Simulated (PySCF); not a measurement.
**Run record: Ga11H14N11**

The script drives PySCF SCF with an in-house response code with single-precision fitted integrals, so total energies wander by about 1e-6 Eh between cycles (the fitting error itself is about 1e-3 Eh and cancels in differences); atoms count from 0. Pop asks for populations, which are stored and not printed.

Spin-orbit coupling is left out, which matters for the heavier atoms here. Minimal and small split-valence bases are unfit for these properties; the numbers show how far off such a level is.

Job and coordinates (Å):

```
{"job": {"kind": "nmr", "basis": "LANL2DZ", "pop": false, "xc": "revPBE"}, "charge": 0, "multiplicity": 1}
N      7.983256     0.846610    -0.001897
Ga     6.407930     1.804089    -0.001634
N      4.815331     0.868205    -0.002347
Ga     4.811543    -0.982715    -0.000004
N      6.428986    -1.879367     0.000840
Ga     8.038691    -0.998181     0.000561
N     -4.815067     0.868671    -0.001445
Ga    -6.407756     1.804290    -0.000292
N     -7.982889     0.846701     0.000793
Ga    -8.039246    -0.998258    -0.000112
N     -6.429445    -1.879660    -0.001145
Ga    -4.812508    -0.982394    -0.000534
N      1.602421     0.857569     0.003061
Ga     0.000854     1.759148     0.000640
N     -1.602272     0.859836     0.001522
Ga    -1.601136    -0.987377     0.001000
N     -0.000815    -1.892003     0.000983
Ga     1.600425    -0.989543     0.001995
Ga     3.205312     1.762117    -0.000214
N      3.206071    -1.886929     0.000917
Ga    -3.205716     1.763315    -0.000883
N     -3.206540    -1.885242     0.001251
H      8.863483     1.357920     0.003812
H      6.395455     3.354660    -0.002793
H      6.399411    -2.895525     0.000274
H      9.378376    -1.770961     0.001775
H     -6.397030     3.354803    -0.000166
H     -8.863485     1.357436     0.001197
H     -9.380218    -1.769324    -0.001317
H     -6.399180    -2.895785     0.002886
H      0.002424     3.315402    -0.001864
H     -0.001958    -2.906386     0.000680
H      3.206105     3.319943    -0.000914
H      3.202321    -2.901844     0.002724
H     -3.207262     3.321454    -0.002530
H     -3.202221    -2.900117    -0.002139
```

Command:

```bash
OMP_NUM_THREADS=4 python large_run.py task.json out
```

Q: What does the program print?

A: 
```
start: PBE on a coarse grid of 162788 points
cycle   1  E = -631.7748260467  dE = -1.080e+02  |g| = 2.386e+00  |ddm| = 7.933e+00
cycle   2  E = -623.9648116771  dE =  7.810e+00  |g| = 5.393e+00  |ddm| = 6.899e+00
cycle   3  E = -633.1219297406  dE = -9.157e+00  |g| = 6.960e-01  |ddm| = 5.946e+00
cycle   4  E = -633.3018365925  dE = -1.799e-01  |g| = 3.883e-01  |ddm| = 1.713e+00
cycle   5  E = -633.3169574523  dE = -1.512e-02  |g| = 3.004e-01  |ddm| = 5.421e-01
cycle   6  E = -633.3428337718  dE = -2.588e-02  |g| = 2.384e-02  |ddm| = 3.424e-01
cycle   7  E = -633.3428742419  dE = -4.047e-05  |g| = 2.384e-02  |ddm| = 4.656e-02
cycle   8  E = -633.3430171310  dE = -1.429e-04  |g| = 3.956e-03  |ddm| = 2.198e-02
final grid: 319654 points
cycle   9  E = -633.9065574335  dE = -5.076e-04  |g| = 2.176e-02  |ddm| = 1.118e-01
cycle  10  E = -633.9060242528  dE =  5.332e-04  |g| = 5.028e-02  |ddm| = 6.818e-02
cycle  11  E = -633.9066851096  dE = -6.609e-04  |g| = 6.391e-03  |ddm| = 4.721e-02
cycle  12  E = -633.9066921044  dE = -6.995e-06  |g| = 3.827e-03  |ddm| = 8.673e-03
cycle  13  E = -633.9066951831  dE = -3.079e-06  |g| = 5.331e-04  |ddm| = 3.528e-03
cycle  14  E = -633.9066957437  dE = -5.606e-07  |g| = 3.315e-04  |ddm| = 1.027e-03
cycle  15  E = -633.9066967714  dE = -1.028e-06  |g| = 3.010e-05  |ddm| = 3.182e-04
converged SCF energy = -633.9066967714

GIAO shielding tensors (ppm)
atom      isotropic    diamagn.    paramagn.     s11        s22        s33       span
  0 N      157.215     323.701    -166.486     34.438    212.410    224.796    190.358
  1 Ga         nan         nan         nan        nan        nan        nan        nan
  2 N      130.579     319.352    -188.773     79.390     95.469    216.877    137.488
  3 Ga         nan         nan         nan        nan        nan        nan        nan
  4 N      175.445     320.250    -144.805     86.546    213.737    226.052    139.505
  5 Ga         nan         nan         nan        nan        nan        nan        nan
  6 N      134.543     319.289    -184.746     82.304     99.466    221.859    139.556
  7 Ga         nan         nan         nan        nan        nan        nan        nan
  8 N      153.188     323.656    -170.467     26.649    211.108    221.808    195.159
  9 Ga         nan         nan         nan        nan        nan        nan        nan
 10 N      175.127     320.278    -145.151     85.487    213.540    226.356    140.869
 11 Ga         nan         nan         nan        nan        nan        nan        nan
 12 N      134.586     322.076    -187.490     87.442     95.207    221.111    133.669
 13 Ga         nan         nan         nan        nan        nan        nan        nan
 14 N      130.990     322.087    -191.097     83.480     93.713    215.778    132.298
 15 Ga         nan         nan         nan        nan        nan        nan        nan
 16 N      196.918     326.003    -129.085    151.944    204.542    234.268     82.324
 17 Ga         nan         nan         nan        nan        nan        nan        nan
 18 Ga         nan         nan         nan        nan        nan        nan        nan
 19 N      193.675     324.798    -131.124    150.015    200.244    230.765     80.750
 20 Ga         nan         nan         nan        nan        nan        nan        nan
 21 N      193.554     324.791    -131.237    149.707    200.222    230.732     81.025
 22 H       29.963      28.621       1.342     25.674     26.812     37.402     11.727
 23 H       26.498      28.542      -2.044     23.027     26.032     30.434      7.407
 24 H       31.034      30.907       0.128     25.075     29.084     38.944     13.870
 25 H       26.785      24.615       2.171     23.980     25.123     31.252      7.272
 26 H       26.508      28.535      -2.027     23.021     26.095     30.407      7.386
 27 H       29.861      28.617       1.245     25.796     26.835     36.953     11.157
 28 H       26.773      24.613       2.160     23.957     25.197     31.164      7.206
 29 H       31.070      30.907       0.163     25.058     29.205     38.947     13.889
 30 H       26.400      32.329      -5.930     22.017     27.109     30.072      8.055
 31 H       32.040      35.211      -3.171     23.753     30.488     41.880     18.127
 32 H       26.450      31.734      -5.284     22.263     26.938     30.149      7.885
 33 H       32.031      34.463      -2.432     24.079     30.325     41.687     17.607
 34 H       26.443      31.725      -5.282     22.256     26.951     30.121      7.865
 35 H       32.026      34.473      -2.447     24.067     30.331     41.679     17.613
```

The run took 17 s of wall time on 4 threads of Arm Neoverse V1 (shared host), peak memory 1.3 GiB.
